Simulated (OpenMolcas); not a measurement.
**S4+: CASPT2 settings compared**

| Quantity | Value |
| --- | --- |
| Program | OpenMolcas 26.06 |
| Basis | ANO-RCC-VDZP [4s3p1d] |
| Scalar Hamiltonian | DKH2, point nucleus |
| Active space | 2 electrons in 8 orbitals (3s 3p 4s 4p) |
| State averaging | 2S+1 = 1 even, 7 roots; 2S+1 = 3 even, 3 roots kept (CI in the orbitals of an earlier block); 2S+1 = 1 odd, 3 roots; 2S+1 = 3 odd, 3 roots kept (CI in the orbitals of an earlier block) |
| Spin-orbit coupling | state interaction with AMFI integrals over the reference wave functions, term energies averaged over their components |

Methods on the same reference wave functions:
A. CASSCF
B. SS-CASPT2, IPEA 0.75 Eh, sigma1 regulariser 0.25 Eh (closed shells correlated: 2s 2p)
C. MS-CASPT2, IPEA 0.75 Eh, sigma1 regulariser 0.25 Eh (closed shells correlated: 2s 2p)
D. XMS-CASPT2, IPEA 0.1 Eh, imaginary shift 0.2 Eh (closed shells correlated: 2s 2p)

Energies in cm⁻¹ above 3s² ¹S₀, the measured ground level; measured values from NIST levels in Podobedova, Kelleher and Wiese, J. Phys. Chem. Ref. Data 38, 171 (2009); Martin, Zalubas and Musgrove, J. Phys. Chem. Ref. Data 19, 821 (1990).

```tsv
Level	A	B	C	D	Measured
3s² ¹S₀	0.0	0.0	0.0	0.0	0.0
3s 3p ³P°₀	86070	85360	85380	85150	83024
3s 3p ³P°₁	86334	85630	85640	85410	83394
3s 3p ³P°₂	86869	86160	86180	85950	84155
3s 3p ¹P°₁	141542	134080	134090	132810	127151
3p² ³P₀	207643	206700	206710	206380	199967
3p² ³P₁	207918	206980	206990	206660	200371
3p² ³P₂	208436	207460	207480	207210	201146
3p² ¹D₂	222792	210980	211000	200880	193739
```

Deviations, from unrounded energies. A percentage is the sum of absolute deviations over the sum of measured energies, with the sign that they share, or ± where signs differ.

```json
{"Against measurement": "mean absolute deviation (cm-1)", "Levels": "8", "A": "9300", "B": "6300", "C": "6300", "D": "4700"}
{"Against measurement": "other configurations (%)", "Levels": "8", "A": "+6.4", "B": "+4.3", "C": "+4.3", "D": "+3.2"}
```

D lies closest to measurement on these levels and A furthest from it. The largest miss of D in the table is 3p² ¹D₂, by +7100 cm-1. The ranking rests on the paired levels alone, and a cruder setting can come out closer through cancelling errors.

Among B to D the level of the table that moves most is 3p² ¹D₂, by 10000 cm-1 (lowest in D, highest in C). Moves below CASPT2's spread within the term are not significant.

The lowest spin-free term lies below A's lowest term by 0.006 hartree in B, 0.006 hartree in C, 0.006 hartree in D.

CASPT2 breaks the degeneracy within a term, and the mean is taken; among the terms shown or strongly mixed into the levels shown the widest spread is 10 cm-1 (3p² ¹D, D). Over all roots computed the reference weight is 0.93 to 1.00 in B, 0.93 to 1.00 in C, 0.85 to 1.00 in D; the roots of lowest weight are the least certain, and an intruder state may touch them. Terms from blocks run as CI alone lack orbitals of their own. Active for correlation alone: 4p 4s; no level in the range computed is led by a configuration that fills them, so any true level of that kind is missing. The ¹D term of p² mixes with s d, which this space lacks. The basis is small and was not contracted for so high a charge. Computed and measured levels are paired by configuration, term and J; levels that our copy of the source lacks, or whose pairing is in doubt (as where it misses far off the trend of its configuration), stay unpaired and out of the deviations. Only configurations of the active space appear. The table leaves out levels that lie high or whose names do not pair safely across all columns.

° marks odd parity.
